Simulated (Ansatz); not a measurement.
Reaction (formal exchange of groups at a C–Cl bond): `OC([SiH3])Cl` + silanol → `O[SiH2]C(O)[SiH3]` + HCl

Program: Ansatz. Geometries: PBE0-D4/def2-TZVP. ΔE: electronic, gas phase. CCSD(T)/CBS adds triple-zeta CCSD(T) − MP2 to the extrapolated MP2 energy (def2 sets, frozen cores). This one scheme is used for every species. Functionals use def2-TZVPP. One conformer a species, not always the lowest.

```tsv
level	ΔE (kJ/mol)
ωB97M-V	-43.7
HF/CBS(def2)	-29.8
```

Question: What does CCSD(T)/CBS give? (An estimate is asked.)

Answer: Ansatz gave: -44.1 kJ/mol. The listed levels differ from it by 0.4, 14.3 kJ/mol.

Largest T1 diagnostic among the species: 0.012.

From PBE to PBE0 (25 % exact exchange), in def2-TZVPP and without D4, ΔE moves by −3.7 kJ/mol. The D4 term adds −6.8 kJ/mol with B3LYP and −4.1 kJ/mol with PBE0; it sums over pairs of atoms, weighted by their polarisabilities, and B3LYP, whose exchange is more repulsive, gets the larger term. In def2-TZVPP, CCSD(T) changes the Hartree–Fock value by −15.3 kJ/mol (the triples alone add +0.3 kJ/mol) and MP2 by −15.0 kJ/mol.

B3LYP here is the variant with VWN-RPA as its local correlation; programs differ in this.
